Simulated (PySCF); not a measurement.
**Static response to an electric field**

Species: C6H9PS.
SMILES with atom numbers: `[CH:1]#[C:2][P@@:3]([CH3:4])(=[S:5])/[CH:6]=[CH:7]\[CH3:8]` (hydrogens: H9 on C1; H10, H11, H12 on C4; H13 on C6; H14 on C7; H15, H16, H17 on C8)

Geometry (GFN2-xTB, Å), atoms numbered from 1 in this order:
```
atom  x, y, z in Å
C1    -1.127    2.466    0.347
C2    -0.984    1.314    0.033
P3    -0.690   -0.282   -0.683
C4    -2.260   -1.161   -0.331
S5    -0.209   -0.229   -2.565
C6     0.488   -1.094    0.432
C7     1.714   -0.643    0.671
C8     2.271    0.619    0.124
H9    -1.277    3.454    0.677
H10   -2.165   -2.185   -0.693
H11   -3.060   -0.667   -0.884
H12   -2.484   -1.153    0.734
H13    0.142   -2.034    0.844
H14    2.374   -1.213    1.316
H15    1.596    1.052   -0.613
H16    2.429    1.339    0.927
H17    3.236    0.429   -0.345
```

Level: B3LYP/def2-SVPD (PySCF), static field, nuclei fixed, core orbitals frozen in the response. The polarisability tensor in these axes (au):

```
x   121.26   1.51   4.17
y     1.51 117.91   7.05
z     4.17   7.05 115.47
```

Problem. What are the eigenvalues, a third of the trace, and Δα (Δα² = ½Σ(αi − αj)² over the three pairs)?

Solution. Principal values 109.10, 118.84 and 126.70 au; mean 118.21 au = 17.52 Å³ = 19.49 × 10⁻⁴⁰ C²·m²/J; Δα = 15.28 au (13 % of the mean).

Problem. What is the dipole moment, and where does it point?

Solution. (-0.20, 0.18, 4.33) D, 4.34 D in size, pointing from the negative to the positive side. Measured along this direction, the outermost atoms are S5 at the negative end and H14 at the positive end.

Problem. Traceless (Buckingham) quadrupole moment about the centre of nuclear charge: eigenvalues?

Solution. -13.32, 5.46, 7.85 D·Å. The values depend on the origin, since the dipole doesn't vanish. The electronic extent ⟨r²⟩ about the same centre is 1364 bohr², a root-mean-square distance of 2.24 Å for the 76 electrons.

Problem. How large is μ²/3kT at 500 K beside α?

Solution. In Gaussian units μ²/3kT = 90.80 Å³ against 17.52 Å³, a ratio of 5.18; the Debye molar polarisation (4π/3)N_A(α + μ²/3kT) is 273.2 cm³/mol, leaving out the vibrational part.

Problem. Sum over states: ᾱ = Σ f/ω², ω in Eh. What share falls to these 8 lowest TDDFT singlets (eV, f)? 4.06, 0.0175; 4.17, 0.0123; 4.59, 0.0009; 4.72, 0.0063; 5.02, 0.0045; 5.29, 0.0720; 5.74, 0.0159; 5.87, 0.0191.

Solution. They add up to 4.35 au, 3.7 % of the 118.21 au; the largest single term is 1.90 au, from the state at 5.29 eV. Terms in order: 0.79, 0.53, 0.03, 0.21, 0.13, 1.90, 0.36, 0.41 au. Higher excitations give the rest. The strengths listed sum to 0.148.

Problem. Estimate the molar refractivity from the static electronic polarisability.

Solution. Lorentz–Lorenz: R = (4π/3)N_A α = 2.5225 cm³/(mol·Å³) × 17.52 Å³ = 44.2 cm³/mol, in the limit of long wavelengths.

Problem. Rayleigh depolarisation ratio (linearly polarised light, static tensor)?

Solution. ρ = 3Δα²/(45ᾱ² + 4Δα²) = 700.2/(628843 + 933.5) = 0.00111.

Isolated species at its GFN2-xTB geometry (one conformer only).

The run behind these numbers computed excited states as well. The run took 82 s wall on one thread, Arm Neoverse N1 (aarch64), shared host, and the process peaked at 1.0 GiB of memory.
